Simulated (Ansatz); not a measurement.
K3H3. The state is a singlet with charge 0. Geometry PBE-D4/def2-TZVP; atoms count from 1.

```tsv
atom	x (Å)	y (Å)	z (Å)
K1	-2.135	-0.925	-0.895
K2	1.353	1.577	-1.381
K3	0.783	-0.651	2.275
H4	-0.752	0.617	-2.229
H5	-1.323	-1.535	1.350
H6	2.075	0.917	0.880
```

The structure comes from a short search, and lower isomers may exist.

**Question.** Estimate the Mulliken populations from the PBE0/def2-TZVP orbitals of Ansatz.

**Answer.** 
| atom | charge (e) |
| --- | --- |
| K1 | 0.50 |
| K2 | 0.50 |
| K3 | 0.50 |
| H4 | -0.50 |
| H5 | -0.50 |
| H6 | -0.50 |
Mulliken values and Mayer orders depend strongly on the basis.
